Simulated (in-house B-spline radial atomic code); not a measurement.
A run on Tb that did not converge. Method: scalar-relativistic (X2C) LC-wPBE, spin-polarised, spherical fractional occupations, Fermi nucleus of rms radius 5.06 fm; computed with a B-spline radial code for spherical atoms. In the input, 2p2,3 would mean two up and three down electrons.

Command:
```bash
python run_scf.py task.json out
```
Settings (nuclear radius in fm, mass in u):
```
Z                65
configuration    1s2 2s2 2p6 3s2 3p6 3d10 4s2 4p6 4d10 4f2,7 5s2 5p6 6s2
hamiltonian      x2c
method           lc_wpbe
spin_polarised   True
nucleus          fermi
rms_radius       5.06
atomic_mass      158.92535
speed_of_light   137.035999084
```

First and last ten iterations of the last attempt (damped for 15 steps, keeping 80 % of the old Fock matrix, then DIIS):
```
 iter        energy (Eh)    residual
    1      -11663.419797    6.98e-01
    2      -11669.117752    1.22e+00
    3      -11688.207848    7.87e-01
    4      -11698.422218    4.93e-01
    5      -11703.550402    3.11e-01
    6      -11705.956793    2.10e-01
    7      -11707.022226    1.41e-01
    8      -11707.482231    9.29e-02
    9      -11707.687421    6.69e-02
   10      -11707.787316    5.21e-02
  111      -11706.326364    1.19e-01
  112      -11706.321142    1.20e-01
  113      -11706.320393    1.20e-01
  114      -11706.319887    1.20e-01
  115      -11706.318624    1.19e-01
  116      -11706.317800    1.19e-01
  117      -11706.319653    1.19e-01
  118      -11706.321035    1.19e-01
  119      -11706.323140    1.19e-01
  120      -11707.915711    1.18e-02
 not converged after 120 iterations
```

The smallest residual met was 1.2e-02; the threshold is about 6e-07. No energy from this run should be used. Time taken, with all properties: 68 s on 1 thread of Arm Neoverse V2, on a shared host.
